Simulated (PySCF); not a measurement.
**EPR parameters of C8H9**

Compound: C8H9 (doublet state).
Cartesian coordinates in Å at the GFN2-xTB level; atoms count from 1:
```xyz
17
C8H9 angstrom
C      1.2675   -1.7741    0.6583
C      1.2838   -0.4081    0.4875
C      2.1112    0.2215   -0.3708
C      2.9000    0.8582   -1.1658
C      0.3124    0.4558    1.2792
C     -1.0157    0.3799    0.6975
C     -2.1020    0.2919    0.1992
C     -3.4226    0.2043   -0.3880
H      0.5841   -2.2339    1.3476
H      1.9285   -2.4120    0.1008
H      2.6395    1.0737   -2.1952
H      3.8777    1.2115   -0.8589
H      0.6475    1.4966    1.2770
H      0.2720    0.1023    2.3135
H     -3.4892    0.8574   -1.2583
H     -4.1763    0.5074    0.3391
H     -3.6253   -0.8205   -0.6995
```

The hyperfine couplings belong to this conformer and change with its torsions.

Identity: `[CH2]C(=C=C)CC#CC` [radical].

The calculation used PySCF, UKS B3LYP, pcH-1 on C H, non-relativistic, mean-field spin-orbit, GIAO. The structure is a single GFN2-xTB conformer in the gas phase; no vibrational or solvent corrections. Couplings are sensitive to structure, and on GFN2-xTB geometries they can be far from those on DFT ones. Stability of the SCF solution: not tested. ⟨S²⟩ is 0.776 where a pure state has 0.75.

```
g1, g2, g3        : 2.00216, 2.00222, 2.00283
g_iso             : 2.00240
Form of g         : close to axial: the two nearest values differ by 8 % of g3 − g1
⟨S²⟩              : 0.7761 (exact 0.7500)
α and β electrons : 29, 28
Total energy      : -310.13147 Eh
```

Hyperfine couplings atom by atom, in MHz; T1 to T3 are the principal values of the dipolar part; ρ(0) is the spin density at the nucleus:

```csv
atom,isotope,a_iso,T1,T2,T3,Mulliken spin population,ρ(0) (bohr⁻³)
C1,13C,60.8,-55.5,-53.7,109.2,0.73,0.0541
C2,13C,-51.4,-28.0,11.2,16.8,-0.24,-0.0457
C3,13C,50.5,-52.3,-39.7,92.0,0.58,0.0450
C4,13C,-39.5,-9.4,2.2,7.2,-0.11,-0.0352
C5,13C,6.9,-1.3,0.0,1.3,0.01,0.0061
C6,13C,-13.0,-0.6,-0.3,0.9,-0.01,-0.0116
C7,13C,0.2,-1.3,-0.1,1.4,0.00,0.0001
C8,13C,-0.3,-0.1,-0.1,0.2,0.00,-0.0002
H9,1H,-44.3,-27.1,-0.2,27.3,-0.03,-0.0099
H10,1H,-43.1,-23.7,-1.6,25.3,-0.03,-0.0096
H11,1H,109.8,-3.1,-2.3,5.4,0.05,0.0246
H12,1H,110.5,-3.1,-2.3,5.3,0.05,0.0247
H13,1H,-3.4,-2.3,-1.7,3.9,0.00,-0.0008
H14,1H,-8.6,-2.2,-1.4,3.6,0.00,-0.0019
H15,1H,1.0,-0.4,-0.3,0.8,0.00,0.0002
H16,1H,-0.2,-0.3,-0.3,0.6,0.00,0.0000
H17,1H,0.4,-0.5,-0.4,0.9,0.00,0.0001
```

The Mulliken spin populations are largest on C1 (+0.73), C3 (+0.58), C2 (-0.24) and C4 (-0.11). The angles at C1 add up to 360.0°, so it is planar; its axial dipolar tensor and the negative couplings of its protons fit spin in a p orbital normal to that plane.

Under fast tumbling the dipolar parts average out, and these isotropic splittings remain: 1 × 1H (H12, I = 1/2, 2 lines) with 3.94 mT, 1 × 1H (H11, I = 1/2, 2 lines) with 3.92 mT, 1 × 1H (H9, I = 1/2, 2 lines) with 1.58 mT, 1 × 1H (H10, I = 1/2, 2 lines) with 1.54 mT and 2 × 1H (H13/H14, I = 1/2, 3 lines) with 0.21 mT.

Nuclei that the bonding pattern makes equivalent are averaged, as if the motion that swaps them (rotation, inversion, ring flip) were fast. H9 and H10 aren't averaged: C1 is flat or nearly so (angle sum 360°), and its turn about the short C1–C2 bond (1.38 Å) is taken as slow. H11 and H12 aren't averaged: C4 is flat or nearly so (angle sum 360°), and its turn about the short C4–C3 bond (1.29 Å) is taken as slow. The 1H value of -6.0 MHz is a mean of couplings from -8.6 to -3.4 MHz in this one geometry, not an average over conformers.

The 13C coupling of C1 (60.8 MHz) shows only in satellite lines or after enrichment, since that isotope makes up about 1.07 % of natural carbon.
